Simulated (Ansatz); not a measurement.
```yaml
crystal:
  periodic: [false, false, false]
  atoms:
    - {symbol: C, position_ang: [1.229589, -1.579746, -0.237037]}
    - {symbol: N, position_ang: [0.784564, -0.466532, -1.039392]}
    - {symbol: C, position_ang: [1.379560, -0.499164, -2.351785]}
    - {symbol: Y, position_ang: [-0.584399, 1.004554, -0.305226]}
    - {symbol: O, position_ang: [-1.077174, 2.487268, -1.594290]}
    - {symbol: O, position_ang: [-1.255855, 0.760551, 1.641766]}
    - {symbol: Si, position_ang: [-1.806520, 0.605078, 3.156555]}
    - {symbol: H, position_ang: [0.777179, -1.553055, 0.761498]}
    - {symbol: H, position_ang: [0.965390, -2.549961, -0.687958]}
    - {symbol: H, position_ang: [2.322878, -1.582404, -0.098493]}
    - {symbol: D, position_ang: [2.479921, -0.452751, -2.309789]}
    - {symbol: H, position_ang: [1.123719, -1.420036, -2.900626]}
    - {symbol: H, position_ang: [1.039205, 0.347625, -2.956875]}
    - {symbol: H, position_ang: [-1.407537, 3.243959, -2.069009]}
    - {symbol: H, position_ang: [-2.569339, 1.812960, 3.588763]}
    - {symbol: H, position_ang: [-2.716796, -0.571023, 3.280472]}
    - {symbol: H, position_ang: [-0.684374, 0.412675, 4.121415]}
basis:
  gaussian: {orbitals: def2-TZVPD}
hamiltonian: {xc: {name: r2SCAN}, dispersion: d3bj}
output: {forces: true}
```

```sh
$ ansatz run in.yaml --threads 2 --pin off --events-out ev --progress --plain --max-ram 22528MiB --backend cpu
```

It prints (some lines left out):

```
Error: YAML parse error: error: line 14 column 16: `D` is not an element symbol (H … Og, case-exact)
12 |     - {symbol: H, position_ang: [0.965390, -2.549961, -0.687958]}
13 |     - {symbol: H, position_ang: [2.322878, -1.582404, -0.098493]}
14 |     - {symbol: D, position_ang: [2.479921, -0.452751, -2.309789]}
15 |     - {symbol: H, position_ang: [1.123719, -1.420036, -2.900626]}
16 |     - {symbol: H, position_ang: [1.039205, 0.347625, -2.956875]}
```

(1) Something in this input is off. What?

## Answers

(1) An element symbol is wrong. The program refused the input.
